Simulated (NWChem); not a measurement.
[SiH2](O)[SiH3] (Si2H6O), optimised at PBE0/def2-SVP with NWChem:

| Quantity | Result |
|---|---|
| highest occupied level (eV) | -7.81 |
| orbital gap (eV) | 7.67 |
| dipole (D) | 1.21 |
| highest harmonic frequency (cm⁻¹) | 3934 |
| zero-point energy (kcal/mol) | 34.9 |

All stand in one matching conformer (torsions within 35°), which need not be the lowest.

Question: One Si atom is replaced by Ge, giving [OH][GeH2][SiH3] (GeSiH6O), optimised at the same level. How do these values move?

Answer: 
| quantity | new value | change |
|---|---|---|
| highest occupied level (eV) | -7.71 | +0.10 |
| orbital gap (eV) | 7.54 | -0.13 |
| dipole (D) | 1.42 | +0.21 |
| highest harmonic frequency (cm⁻¹) | 3908 | -26 |
| zero-point energy (kcal/mol) | 33.9 | -1.0 |
